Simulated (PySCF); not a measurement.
# Run record: P10O25

The script drives PySCF SCF with an in-house response code with single-precision fitted integrals, so total energies wander by about 1e-6 Eh between cycles (the fitting error itself is about 1e-3 Eh and cancels in differences); atoms count from 0. Kgrid is the grid level of the response kernel; vcut the energy (Eh) above which virtual orbitals leave the response; delta the states run by ΔSCF (the anion only where the lumo is low enough to bind); pop asks for populations, which are stored and not printed; grid is the SCF grid level (2 if not given).

The basis has no diffuse functions, so the polarisability comes out too low.

Job and coordinates (Å):

```
{"job": {"kind": "uv", "basis": "def2-SVP", "grid": 1, "kgrid": 0, "vcut": 1.5, "nstates": 6, "ntriplets": 2, "tda": true, "delta": [], "pop": true, "xc": "wB97X-D"}, "charge": 0, "multiplicity": 1}
P      2.731085     0.022771     1.362854
P      0.633803     2.102243     1.539153
P     -2.229437     1.492034     1.370800
P     -1.833506    -1.403323     1.287609
P      0.738191    -2.106357     1.469947
P      2.231116    -0.039455    -1.464997
P      0.761727     2.182749    -1.285116
P     -2.109682     1.650756    -1.384768
P     -1.798429    -1.267311    -1.538661
P      0.838694    -2.604040    -1.354897
O      1.474297     0.820407     1.873471
O     -0.697431     1.452706     1.038653
O     -2.619203    -0.042398     1.318713
O      2.133389    -1.430099     1.239376
O     -0.311504    -0.948941     1.204228
O      2.956590     0.439146    -0.145364
O      1.231299     2.602164     0.163022
O      0.800568     0.594852    -1.212350
O     -2.805890     2.026358    -0.008586
O     -0.776052     2.502562    -1.317105
O     -2.087809    -1.982945    -0.158704
O     -1.603215     0.204959    -1.050508
O      0.519237    -2.952842     0.153790
O      2.025514    -1.574978    -1.228614
O     -0.316613    -1.665499    -1.866008
O      3.902140     0.153767     2.174328
O      0.548785     3.086225     2.572985
O     -2.643574     2.198192     2.542749
O     -2.170462    -2.318390     2.330704
O      0.622871    -2.822761     2.699619
O      2.883760     0.287237    -2.692224
O      1.530259     2.789155    -2.324397
O     -2.897113     1.830982    -2.564182
O     -2.759322    -1.505859    -2.570196
O      1.089057    -3.754535    -2.167786
```

Command:

```bash
OMP_NUM_THREADS=4 python large_run.py task.json out
```

Task: What does the program print?

Result: 
```
start: PBE on a coarse grid of 40671 points
cycle   1  E = -5285.1755217496  dE =  1.444e+01  |g| = 3.717e+00  |ddm| = 8.986e+00
cycle   2  E = -5259.1144477040  dE =  2.606e+01  |g| = 1.180e+01  |ddm| = 1.566e+01
cycle   3  E = -5286.5377330030  dE = -2.742e+01  |g| = 2.635e+00  |ddm| = 1.388e+01
cycle   4  E = -5287.6957300487  dE = -1.158e+00  |g| = 9.494e-01  |ddm| = 2.738e+00
cycle   5  E = -5287.8432871073  dE = -1.476e-01  |g| = 2.615e-01  |ddm| = 6.311e-01
cycle   6  E = -5287.8535881398  dE = -1.030e-02  |g| = 1.353e-01  |ddm| = 2.773e-01
cycle   7  E = -5287.8568614209  dE = -3.273e-03  |g| = 4.127e-02  |ddm| = 1.327e-01
cycle   8  E = -5287.8571200504  dE = -2.586e-04  |g| = 2.010e-02  |ddm| = 4.150e-02
cycle   9  E = -5287.8571975170  dE = -7.747e-05  |g| = 3.017e-03  |ddm| = 1.820e-02
final grid: 175254 points
cycle  10  E = -5291.6230251320  dE = -3.214e-02  |g| = 1.892e-01  |ddm| = 6.719e-01
cycle  11  E = -5291.6191232370  dE =  3.902e-03  |g| = 2.384e-01  |ddm| = 3.487e-01
cycle  12  E = -5291.6294791532  dE = -1.036e-02  |g| = 3.894e-02  |ddm| = 2.181e-01
cycle  13  E = -5291.6297431291  dE = -2.640e-04  |g| = 1.116e-02  |ddm| = 3.066e-02
cycle  14  E = -5291.6297691050  dE = -2.598e-05  |g| = 1.845e-03  |ddm| = 1.185e-02
cycle  15  E = -5291.6297669221  dE =  2.183e-06  |g| = 7.323e-04  |ddm| = 2.345e-03
cycle  16  E = -5291.6297641345  dE =  2.788e-06  |g| = 1.925e-04  |ddm| = 7.126e-04
cycle  17  E = -5291.6297689192  dE = -4.785e-06  |g| = 4.417e-05  |ddm| = 2.532e-04
converged SCF energy = -5291.6297689192

Static polarisability (au): isotropic 181.388, principal 174.932 180.683 188.550

Singlet excitations
state   eV       nm        f      main configurations
  1   8.8936    139.4   0.02435   H-1->L 0.42, H->L 0.12
  2   8.9031    139.3   0.05439   H->L 0.44, H-1->L 0.11
  3   9.0162    137.5   0.00993   H-4->L 0.19, H-7->L 0.13, H-2->L 0.12
  4   9.0476    137.0   0.02984   H-2->L 0.29, H-2->L+1 0.09, H-4->L 0.09
  5   9.0691    136.7   0.00297   H-5->L 0.38, H-2->L+3 0.09
  6   9.1090    136.1   0.01230   H-3->L 0.40, H-4->L+3 0.08

Triplet excitations (Tamm-Dancoff, eV): 8.4665 8.4678
```

The run took 3 min of wall time on 4 threads of Arm Neoverse N1 (shared host), peak memory 2.8 GiB.
